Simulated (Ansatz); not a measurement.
Basis sets compared for [InCl4]- (InCl₄⁻). The state is a singlet with charge -1. Geometry PBE-D4/def2-SVPD. Ansatz on 4 threads of Intel Xeon on a shared host; times are rough, and most runs start from earlier orbitals.

```xyz
5

In    0.0000    0.0001    0.0000
Cl   -0.5435   -2.0970   -1.1066
Cl   -1.7102    1.6530   -0.5100
Cl    2.1589    0.7970   -0.7883
Cl    0.0949   -0.3531    2.4049
```

In the def2 sets In takes a core potential; there is no spin–orbit coupling.

```
            level  functions  energy (Eh)  HOMO (eV)  LUMO (eV)  wall time
 PBE-D4/def2-SVPD        140   -2029.9649      -3.50       0.64      2.7 s
PBE0-D4/def2-SVPD        140   -2030.1185      -4.91       1.48      4.9 s
```

(1) Estimate the rows for PBE-D4/def2-TZVPD, PBE0-D4/def2-TZVPD.

Results:

(1) 
```csv
level,functions,energy (Eh),HOMO (eV),LUMO (eV),wall time
PBE-D4/def2-TZVPD,240,-2030.5818,-3.43,0.77,4.9 s
PBE0-D4/def2-TZVPD,240,-2030.7288,-4.84,1.61,12 s
```
